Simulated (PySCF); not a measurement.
A TDDFT job was run through a driver script with this input:

```
{"job": {"kind": "uv", "xc": "PBE0", "basis": "def2-SVPD", "nstates": 8, "ntriplets": 3}, "charge": 0, "multiplicity": 1}
O     -0.488284     1.419753    -0.336692
S     -0.165312     0.056210    -0.176077
O     -0.459470    -0.941733    -1.128436
F     -0.791416    -0.427010     1.240574
Br     1.913104    -0.104368     0.383446
```

The program printed:

```
coarse grid: 29312 points
cycle   1  E = -3221.0380306472  dE =  4.730e-01  |g| = 1.118e+00  |ddm| = 3.153e+00
cycle   2  E = -3220.3692560116  dE =  6.688e-01  |g| = 2.191e+00  |ddm| = 2.863e+00
cycle   3  E = -3221.2679578721  dE = -8.987e-01  |g| = 2.125e-01  |ddm| = 2.031e+00
cycle   4  E = -3221.2750291793  dE = -7.071e-03  |g| = 1.099e-01  |ddm| = 2.617e-01
cycle   5  E = -3221.2770698139  dE = -2.041e-03  |g| = 1.540e-02  |ddm| = 7.597e-02
cycle   6  E = -3221.2771257080  dE = -5.589e-05  |g| = 6.747e-03  |ddm| = 2.770e-02
cycle   7  E = -3221.2771343885  dE = -8.681e-06  |g| = 1.033e-03  |ddm| = 8.165e-03
final grid: 58840 points
cycle   8  E = -3221.2771842589  dE =  2.366e-07  |g| = 1.466e-03  |ddm| = 3.171e-03
cycle   9  E = -3221.2771834846  dE =  7.743e-07  |g| = 2.332e-03  |ddm| = 4.368e-03
cycle  10  E = -3221.2771848151  dE = -1.331e-06  |g| = 2.726e-04  |ddm| = 2.612e-03
cycle  11  E = -3221.2771848303  dE = -1.514e-08  |g| = 3.787e-05  |ddm| = 2.650e-04
cycle  12  E = -3221.2771848306  dE = -3.029e-10  |g| = 3.710e-06  |ddm| = 4.462e-05
converged SCF energy = -3221.2771848306

Static polarisability (au): isotropic 49.744, principal 42.077 44.944 62.212

Singlet excitations
state   eV       nm        f      main configurations
  1   4.9633    249.8   0.00154   H->L 0.99
  2   5.2042    238.2   0.00099   H-1->L 0.99
  3   6.1289    202.3   0.00006   H-2->L 0.99
  4   7.0163    176.7   0.00164   H-4->L 0.98
  5   7.2481    171.1   0.16699   H-3->L 0.77, H-1->L+1 0.17
  6   7.5223    164.8   0.00002   H->L+1 0.93
  7   7.8547    157.8   0.01217   H-5->L 0.97
  8   8.2946    149.5   0.17435   H-1->L+1 0.78, H-3->L 0.12

Triplet excitations (Tamm-Dancoff, eV): 4.2523 4.4888 5.6542
```

Theory: TDDFT PBE0/def2-SVPD, vertical, gas phase, core orbitals frozen in the response in PySCF. Geometry: GFN2-xTB; no solvent, vibrations or thermal averaging. The PBE0/def2-SVPD calculation is non-relativistic and has no spin–orbit coupling, an omission that weighs most on bromine.

Problem. What is the total energy of state 4 at this geometry?

Solution. -3221.27718 + 0.25784 = -3221.01934 hartree.

Problem. What is the polarisability anisotropy, √(½[(α1 − α2)² + (α2 − α3)² + (α3 − α1)²])?

Solution. 18.87 au.

Problem. How much of the mean polarisability do the listed states account for?

Solution. The sum over states Σ f/ΔE² (ΔE in hartree) gives 4.48 au, 9% of the total; the rest comes from higher roots of the same response equations.

Problem. Give the mean polarisability in Å³.

Solution. 49.74 au × 0.148185 = 7.37 Å³.

Problem. Which orbital energies lie behind H and L?

Solution. HOMO -9.64 eV and LUMO -3.03 eV, a gap of 6.60 eV; state 1 differs from that by -1.64 eV.

Problem. Write the structure that the coordinates describe.

Solution. sulfuryl bromide fluoride (`O=S(=O)(F)Br`) (BrFO2S), point group Cs.

The SCF starts on a coarse grid; the energy jumps when the final grid takes over, and dE counts afresh there. H and L stand for HOMO and LUMO.
